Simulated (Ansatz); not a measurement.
Ca7⁻. Charge -1, multiplicity 2. Geometry PBE/def2-SVPD; atoms count from 1.

```xyz
7

Ca    0.7735   -1.2138   -2.9295
Ca   -2.0655    1.4206   -2.1140
Ca    1.1910    1.3541   -0.2508
Ca    2.4959   -2.1390    0.3109
Ca    0.8174   -0.1310    3.1456
Ca   -1.1896   -1.3505    0.2485
Ca   -2.0226    2.0596    1.5894
```

The charge -1 doublet is spin-contaminated (final ⟨S²⟩ up to 0.86, 0.75 for a pure state). The structure comes from a short search, and lower isomers may exist.

Estimate the Mulliken populations from the PBE0/def2-TZVPD orbitals of Ansatz.


| atom | charge (e) | spin (α − β) |
| --- | --- | --- |
| Ca1 | -0.23 | 0.04 |
| Ca2 | -0.23 | 0.10 |
| Ca3 | 0.07 | 0.24 |
| Ca4 | -0.23 | 0.21 |
| Ca5 | -0.23 | -0.03 |
| Ca6 | 0.07 | 0.24 |
| Ca7 | -0.23 | 0.18 |
Mulliken values and Mayer orders depend strongly on the basis. With diffuse functions, as here, like atoms can get unlike values, and bond orders can come out too low or too high.

Where does the spin sit?

Summed by element: Ca 1.00, of 1 unpaired in all. Largest on single atoms: Ca3 0.24, Ca6 0.24, Ca4 0.21.

And the Mayer bond orders between bonded heavy atoms (over 0.3)?

Ca1–Ca2 0.52 (3.96 Å); Ca1–Ca3 0.47 (3.73 Å); Ca1–Ca4 0.63 (3.78 Å); Ca1–Ca6 0.46 (3.74 Å); Ca2–Ca3 0.47 (3.75 Å); Ca2–Ca6 0.47 (3.75 Å); Ca2–Ca7 0.66 (3.76 Å); Ca3–Ca4 0.49 (3.77 Å); Ca3–Ca5 0.46 (3.73 Å); Ca3–Ca6 0.42 (3.64 Å); Ca3–Ca7 0.48 (3.77 Å); Ca4–Ca5 0.57 (3.86 Å); Ca4–Ca6 0.49 (3.77 Å); Ca5–Ca6 0.45 (3.73 Å); Ca5–Ca7 0.54 (3.91 Å); Ca6–Ca7 0.49 (3.76 Å).
